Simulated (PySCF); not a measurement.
Constitutional and geometric isomers with formula C3H5Cl. All species are isolated molecules in the gas phase. Strings in code marks are SMILES.

The S1–T1 gap (TDA) from two functionals at the same geometries (PBE0-D3(BJ)/def2-TZVP), both in PySCF: PBE-D3(BJ)/def2-TZVP and PBE0-D3(BJ)/def2-TZVP. Excitations are Tamm–Dancoff values on a coarser integration grid. The basis has no diffuse functions, so Rydberg states are missing or too high.

```
species       PBE-D3(BJ)/def2-TZVP (eV)  PBE0-D3(BJ)/def2-TZVP (eV)
------------  -------------------------  --------------------------
`C=C(C)Cl`                         2.10                        2.57
`ClC1CC1`                          0.69                        0.78
`C(=C\Cl)/C`                       2.07                        2.57
`C/C=C\Cl`                         2.19                        2.66
```

Over these rows, drawn at random from the members with no instability flagged (it was tested for open shells, ions and some series alone), PBE minus PBE0-D3(BJ): mean -0.38 eV, from -0.50 eV to -0.09 eV.
